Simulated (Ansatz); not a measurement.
Reaction (redistribution): `[GeH3][SbH2]` + `[SiH3][O][GeH3]` → `[GeH3][GeH3]` + `[SiH3][O][SbH2]`

Gas-phase electronic energies from Ansatz, PBE0-D4/def2-TZVP geometries. CBS: MP2 limit from def2 TZ/QZ plus the TZ coupled-cluster correction, frozen cores. def2 core potentials past Kr. For Ge, Sb outer-core shells are correlated without core-valence functions, which leaves a few kJ/mol of doubt a bond. Scalar relativity is left out up to krypton.

```json
{"species": "`[GeH3][SbH2]`", "CCSD(T)/CBS(def2) energy (Eh)": "-2319.11871"}
{"species": "`[SiH3][O][GeH3]`", "CCSD(T)/CBS(def2) energy (Eh)": "-2444.01593"}
{"species": "`[GeH3][GeH3]`", "CCSD(T)/CBS(def2) energy (Eh)": "-4155.81928"}
{"species": "`[SiH3][O][SbH2]`", "CCSD(T)/CBS(def2) energy (Eh)": "-607.29789"}
```

Problem. Work out ΔE.

Solution. ΔE = (-4155.81928) + (-607.29789) − (-2319.11871) − (-2444.01593) = 0.01747 Eh = +45.9 kJ/mol.

Problem. What do rigid-rotor, harmonic-oscillator terms from PBE0-D4/def2-TZVP frequencies (298.15 K, 1 bar) make of the CCSD(T)/CBS value? (An estimate is asked.)

Solution. Ansatz gave: ΔZPE = -1.5 kJ/mol, ΔH = +44.7 kJ/mol, ΔS = -10 J/(mol·K), ΔG = +47.6 kJ/mol. Modes under 50 cm⁻¹ make the entropy rough.

Largest T1 diagnostic among the species: 0.014.

Leaving LDA and LC-ωPBE aside and taking each functional with its dispersion term where it has one, the values, not all of them listed here, spread over 16.7 kJ/mol, from B97M-V to PBE-QIDH. LDA lies +3.8 kJ/mol from PBE without D4. From BLYP to BHLYP (50 % exact exchange), in def2-TZVPP and without D4, ΔE moves by +11.7 kJ/mol. In def2-TZVPP, CCSD(T) changes the Hartree–Fock value by −9.8 kJ/mol (the triples alone add −0.8 kJ/mol) and MP2 by −4.6 kJ/mol.
